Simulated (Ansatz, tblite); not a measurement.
Isomers of Ga4O8H4 (singlet), found by a short tight-binding search and relaxed with PBE-D4/def2-SVP in Ansatz.

The xTB rows come from tblite.

A: The restricted singlet is unstable towards broken spin symmetry in Hartree–Fock (as tested in another run); at PBE-D4/def2-TZVP, r2SCAN-D4/def2-TZVP, PBE0-D4/def2-TZVP this wasn't settled. B: It holds 2 O–O bonds.

Other spin states weren't relaxed.

A:

```xyz
16

Ga    0.212    0.142   -0.102
Ga   -1.731    1.251   -2.312
Ga   -2.743   -0.730   -0.026
Ga    2.961    0.042    1.015
O    -4.100   -1.636    0.707
O     1.383    1.133    1.125
O     1.838   -0.955   -0.182
O     4.723    0.478    1.020
O    -1.084   -0.829    0.699
O     4.196   -0.505    2.227
O    -3.015    0.268   -1.497
O    -0.090    1.175   -1.550
H     1.456    2.104    1.085
H    -3.790   -2.115    1.500
H    -2.023    2.103   -3.578
H     1.807   -1.928   -0.130
```

B:

Cartesian coordinates in Å:
```
Ga 0.574 1.644 -1.567
Ga 1.391 -0.890 0.577
Ga -0.787 -0.365 2.852
Ga -1.185 -0.558 -0.642
O -0.626 1.055 -2.816
O 0.284 0.618 -0.079
O 0.688 -1.175 2.224
O 1.888 2.838 -1.684
O -2.265 -1.229 0.685
O -2.266 -0.201 1.749
O -1.729 0.314 -2.180
O 0.240 -1.919 -0.701
H 2.898 -0.877 0.194
H 1.889 3.281 -2.555
H -0.921 0.239 4.284
H -0.072 -2.774 -0.341
```

Problem. Estimate their order by electronic energy at PBE0-D4/def2-TZVP, counted from the lowest.

Solution. A (0.00) < B (2.73), in eV.

Problem. Do the other levels pick the same lowest one?

Solution. All that were run do. Energies above each level's lowest (eV):

| level | A | B |
| --- | --- | --- |
| GFN1-xTB | 0.00 | 2.54 |
| GFN2-xTB | 0.00 | 2.07 |
| PBE-D4/def2-TZVP | 0.00 | 2.58 |
| r2SCAN-D4/def2-TZVP | 0.00 | 2.79 |
| PBE0-D4/def2-TZVP | 0.00 | 2.73 |
Point groups (tolerance 0.1 Å): A not assigned, B not assigned. Lower isomers may exist.
